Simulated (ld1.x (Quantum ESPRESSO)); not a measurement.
**u(r) = r·R(r): atom against pseudo-atom (K (Z = 19))**

Columns: radius, all-electron u(r) and pseudo u(r) of the 4s shell (level -2.87 eV) of potassium in the configuration [Ne] 3s2 3p6 3d0.5 4s0.5 4p0; PBE, scalar-relativistic, PAW scheme, ld1.x (Quantum ESPRESSO) 7.5.

```tsv
r (bohr)	all-electron	pseudo
0.235	-0.1160	0.1890
0.470	0.0001	0.3202
0.705	0.1580	0.3609
0.940	0.2065	0.3144
1.175	0.1643	0.2114
1.410	0.0753	0.0892
1.645	-0.0286	-0.0271
1.880	-0.1298	-0.1298
2.115	-0.2197	-0.2197
2.350	-0.2956	-0.2956
2.585	-0.3569	-0.3569
2.820	-0.4045	-0.4045
3.055	-0.4398	-0.4398
3.290	-0.4643	-0.4643
3.525	-0.4796	-0.4796
3.760	-0.4872	-0.4872
3.995	-0.4888	-0.4888
4.230	-0.4856	-0.4856
4.465	-0.4783	-0.4783
4.700	-0.4676	-0.4676
4.935	-0.4541	-0.4541
5.170	-0.4383	-0.4383
5.405	-0.4208	-0.4208
5.640	-0.4021	-0.4021
5.875	-0.3825	-0.3825
6.110	-0.3624	-0.3624
```

How many radial nodes do the two functions have?

The all-electron 4s function has n − l − 1 = 3 (the table is too coarse to show those close to the nucleus); the pseudo-wave has 1, since 1 lower shell of the same l stays in the valence.

At about which radius was the pseudo-wave matched?

2.00 bohr, where the columns begin to agree (steps of 0.23 bohr).

Is the pseudo-wave norm-conserving?

No, it belongs to a PAW set: the norm inside the radius is not constrained, and the difference is carried by the augmentation charge.
